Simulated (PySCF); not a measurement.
## Working with the constants of GeI⁺

RHF-CCSD(T) constants of GeI⁺, ¹Σ⁺ (singlet), closed shell (PySCF, scalar-relativistic core potentials, basis sets Ge cc-pVDZ-PP with ECP10, I cc-pVDZ-PP with ECP28; masses 73.9212 and 126.9045 u):

| Item | Value |
| --- | --- |
| ωe | 298.5 cm⁻¹ |
| ωexe | 0.584 cm⁻¹ |
| Be | 0.061005 cm⁻¹ |
| αe | 0.000165 cm⁻¹ |
| D (centrifugal) | 1.02e-08 cm⁻¹ |
| De to Ge⁺ + I | 3.54 eV |

(1) Estimate the standard entropy (1 bar) and heat capacity of the ideal gas at 298.15 K, rigid rotor with B0 and harmonic oscillator at the fundamental.

Correlated steps freeze 8 core orbitals. Correlated levels converge slowly with the basis: in double zeta they bind strong bonds too weakly, by up to about 1 eV, and carry superposition errors of some tenths. Spin–orbit coupling is left out, which matters for elements this heavy, above all for dissociation energies. For an ion De counts to the pair picked by the measured ionisation energies or electron affinities, which need not be the lowest pair at this level. Where the molecule has an RHF reference, its open-shell atoms are computed with UHF.

Results:

(1) Translation (Sackur–Tetrode, M = 200.83 u): 175.0 J/(mol K). Rotation: q = kT/(σB0) = 3400 with σ = 1, 75.9. Vibration: x = hcν0/kT = 1.43, 5.99. S° = 256.9 J/(mol K); Cp = 7R/2 + 7.02 = 36.1 J/(mol K).
